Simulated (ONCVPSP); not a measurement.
**Zn (Z = 30): excitation energies, all-electron against ONCV**

Zn (Z = 30), optimised norm-conserving Vanderbilt (ONCV), made with ONCVPSP 4.0.1 (PBEsol, scalar-relativistic). Core [Ne] 3s2, reference 3p6 3d10 4s2. Waves: 4s: rc 2.15 bohr, ncon 4, nbas 7, qcut 3.3 1/bohr, 1 projector; 3p: rc 0.85 bohr, ncon 4, nbas 8, qcut 15 1/bohr, 1 projector; 3d: rc 1.50 bohr, ncon 3, nbas 7, qcut 10.5 1/bohr, 2 projectors, debl 3.1 Ha; f scattering state at 0.25 Ha: rc 2.35 bohr, ncon 4, nbas 7, qcut 4.1 1/bohr, 2 projectors, debl 1.2 Ha. Local part: polynomial inside 0.85 bohr (lpopt 5, dvloc0 6 Ha). Core correction: Teter function, fcfact 1.75, rcfact 1.1.

Energies are relative to the spin-unpolarised reference configuration 3p6 3d10 4s2; without spin polarisation the order of configurations can differ from experiment.

| valence configuration | charge | ΔE all-electron (eV) | error AE − PS (meV) |
| --- | --- | --- | --- |
| 3p6 3d10 4s1 | +1 | 9.900 | -1.7 |
| 3p6 3d9 4s0 | +3 | 68.758 | +56 |

(1) What are ΔE and the potential's error for 3p5 3d10 4s2?

(2) What are ΔE and the potential's error for 3p6 3d10 4s0?

Levels in the configuration 3p5 3d10 4s2:

```csv
level,all-electron (eV),pseudo (eV)
3p,-101.239,-102.065
3d,-27.128,-27.197
4s,-16.017,-15.945
```

Note: ghosts flagged at negative energy: s at -77.9 eV; GHOST(+) flagged for f at 71.6 eV. A true bound ghost makes a file unfit for plane-wave use.

Answers

(1) ΔE = 91.891 eV all-electron; the error (AE − PS) is -438 meV.

(2) ΔE = 28.249 eV all-electron; the error (AE − PS) is -13 meV.
